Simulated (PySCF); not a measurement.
## Correlation energy of Rh²⁺ (rhodium, charge +2)

[Kr] 4d7, high-spin 4F determinant. Calculation: PySCF 2.14, in def2-TZVPPD with the def2 core potential (28 electrons) (6s4p3d2f1g, 56 functions); scalar relativity through the core potential. Frozen: 4s2 4p6; 7 electrons correlated.

| level | correlation energy (mhartree) |
| --- | --- |
| CCSD | -154.45 |
| (T) | -3.26 |
| CCSD(T) | -157.71 |

Diagnostics: T1 = 0.0012, D1 = 0.0020, largest double amplitude 0.026.

Q: Is a single reference adequate?

A: Yes, within this model without spin-orbit coupling: T1 lies below 0.03 and no double amplitude reaches 0.07.
